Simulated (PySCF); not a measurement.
**Si⁺: excitation energy**

Si⁺ [Ne] 3s2 3p1 (2P) → Si⁺ [Ne] 3s1 3p1 4s1 (4P), as a difference of total energies. Calculation: PySCF 2.14, in aug-cc-pVDZ-DK (5s4p2d, 27 functions); the spin-free X2C one-electron Hamiltonian (Gaussian nucleus). Correlated levels: valence: [Ne] frozen. The calculations carry no spin-orbit coupling.

Order these methods by the excitation energy they give, lowest first.
A. BHandHLYP
B. PBE
C. MN15
D. MP2 (valence)

D (111890 cm⁻¹), B (114940 cm⁻¹), C (116390 cm⁻¹), A (117290 cm⁻¹).

Errors of the correlated levels include the incompleteness of this basis and the frozen core.

For comparison: 116870 cm⁻¹ (measured; NIST levels, between the centres of gravity of the two terms).
